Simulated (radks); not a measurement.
Excited configurations of the calcium ion Ca9+: one electron is placed in a higher orbital outside [Ne]. The ground configuration is [Ne] 3s1. Calculated with a radial shooting solver on a logarithmic mesh with Libxc functionals: scalar-relativistic Kohn-Sham, BLYP, spin-unpolarised, spherical densities, finite nucleus; Fermi nuclear charge, rms radius 3.4776 fm. Excitation = E - E(ground); binding = E(ion) - E, where the ion is the core of charge +10; n* = 10/sqrt(2 binding) in atomic units. These energies are relativistic, and a one-electron ion of charge +10 with no core already has n* below n in this formula (scalar-relativistic equation, point nucleus: 3p 2.999, 3d 3.000, 4s 3.998, 4d 3.999, 5f 5.000, 6s 5.998, 6d 5.999, 7s 6.998, 7p 6.999, 7f 7.000). The quantum defect is therefore taken as that value minus n*, so that it holds no relativistic shift of the bare ion.

| outer orbital | excitation (eV) | binding (eV) | n* | quantum defect | eigenvalue (eV) |
|---|---|---|---|---|---|
| 3p | 21.433 | 190.44 | 2.673 | 0.326 | -179.41 |
| 3d | 51.590 | 160.28 | 2.914 | 0.086 | -148.61 |
| 4s | 102.83 | 109.04 | 3.532 | 0.465 | -103.91 |
| 4d | 121.82 | 90.049 | 3.887 | 0.112 | -85.069 |
| 5f | 156.52 | 55.347 | 4.958 | 0.042 | -52.066 |
| 6s | 166.93 | 44.939 | 5.502 | 0.495 | -42.816 |
| 6d | 171.94 | 39.927 | 5.838 | 0.162 | -37.905 |
| 7s | 179.36 | 32.505 | 6.470 | 0.528 | -30.961 |
| 7p | 180.70 | 31.169 | 6.607 | 0.392 | -29.674 |
| 7f | 183.13 | 28.743 | 6.880 | 0.119 | -27.233 |

The Delta-SCF ionisation energy is 211.87 eV (NIST Atomic Spectra Database: 211.28 eV, semi-empirical). Self-interaction in the functional shifts the binding energies and quantum defects, so they are the method's values and not measured ones. Spin polarisation and multiplet splitting are left out, so open shells lie too high by an amount that depends on their filling.

Beside tabulated values, note that spin-unpolarised runs miss the spin-polarisation part of the exchange energy of open shells.
